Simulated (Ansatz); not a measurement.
Input (CCSDT(Q)/cc-pV(D+d)Z; Ansatz, a first-principles code): A basis named .json is the Basis Set Exchange file of that set.

Ansatz 0.2 input:
```yaml
crystal:
  periodic: [false, false, false]
  atoms:
    - {symbol: B, position_ang: [-0.77041831, -1.26274352, 0.14023111]}
    - {symbol: H, position_ang: [-1.75681473, -1.81313323, -0.21487224]}
    - {symbol: Si, position_ang: [0.28081492, 0.39964205, -0.03165356]}
    - {symbol: H, position_ang: [-0.05494636, 1.17639276, 1.19257927]}
    - {symbol: H, position_ang: [-0.00129423, 1.25318549, -1.21746580]}
    - {symbol: H, position_ang: [1.73373806, 0.10228392, -0.01824684]}
basis:
  gaussian:
    orbitals: cc-pV_D+d_Z.json
magnetization: {spin_polarized: true, initial_magnetization: 1}
correlation: {method: ccsdt_q, electrons: outside_noble_gas}
```

Output:

```
Functional definition: HF
integrals: 0.06 GiB planned
1102 factors; integrals over basis functions are off by at most 1.7e-7 eV
mean field: 0.18 GiB planned
mean field evaluation 1: about -8593.4752 eV, gradient 9.5e0 eV
mean field evaluation 2: about -8593.4994 eV, gradient 9.5e0 eV
mean field evaluation 4: about -8594.8201 eV, gradient 7.9e-1 eV
mean field evaluation 8: about -8594.8382 eV, gradient 1.0e-3 eV
mean field evaluation 16: about -8594.7836 eV, gradient 7.8e-1 eV
mean field evaluation 32: about -8594.1580 eV, gradient 8.5e-1 eV
mean field evaluation 64: about -8594.1794 eV, gradient 6.5e-2 eV
mean field -8594.83817030 eV, -315.8544769681 hartree, gradient 2.6e-6 eV, S^2 0.757885; 5 other end points of the search recorded, 0 dependent functions left out
determinant -8594.83817030 eV, -315.8544769681 hartree, with singles and doubles -8600.45756314 eV, -316.0609858459 hartree
determinant -8594.17915709 eV, -315.8302586791 hartree, with singles and doubles -8599.84889059 eV, -316.0386175423 hartree
6 core orbitals not correlated
reference -8594.83817030 eV, -315.8544769681 hartree; 6, 5 occupied and 45, 46 virtual orbitals, 1102 factors
second order -4.45315107 eV of doubles, -0.00000000 eV of singles
coupled cluster: 0.86 GiB planned
cycle   1  -5.30053801 eV  change   -8.5e-1 eV  update   7.4e-2
cycle   2  -5.72535046 eV  change   -4.2e-1 eV  update   3.1e-2
cycle   3  -5.77062081 eV  change   -4.5e-2 eV  update   1.2e-2
cycle   4  -5.77644055 eV  change   -5.8e-3 eV  update   6.0e-3
cycle   5  -5.77667462 eV  change   -2.3e-4 eV  update   2.6e-3
cycle   6  -5.77555643 eV  change    1.1e-3 eV  update   1.2e-3
cycle   7  -5.77550026 eV  change    5.6e-5 eV  update   5.0e-4
cycle   8  -5.77602901 eV  change   -5.3e-4 eV  update   2.5e-4
cycle   9  -5.77606266 eV  change   -3.4e-5 eV  update   1.4e-4
cycle  10  -5.77594355 eV  change    1.2e-4 eV  update   9.4e-5
cycle  11  -5.77592025 eV  change    2.3e-5 eV  update   7.5e-5
cycle  12  -5.77593605 eV  change   -1.6e-5 eV  update   6.4e-5
cycle  13  -5.77600843 eV  change   -7.2e-5 eV  update   5.3e-5
cycle  14  -5.77604440 eV  change   -3.6e-5 eV  update   3.8e-5
cycle  15  -5.77599817 eV  change    4.6e-5 eV  update   2.2e-5
cycle  16  -5.77597869 eV  change    1.9e-5 eV  update   1.1e-5
cycle  17  -5.77597305 eV  change    5.6e-6 eV  update   6.2e-6
cycle  18  -5.77597496 eV  change   -1.9e-6 eV  update   3.2e-6
cycle  19  -5.77597956 eV  change   -4.6e-6 eV  update   1.7e-6
cycle  20  -5.77598085 eV  change   -1.3e-6 eV  update   8.2e-7
perturbative correction -0.00465057 eV, -0.0001709053 hartree
Total energy: -8600.61880172 eV, -316.0669112544 hartree
```
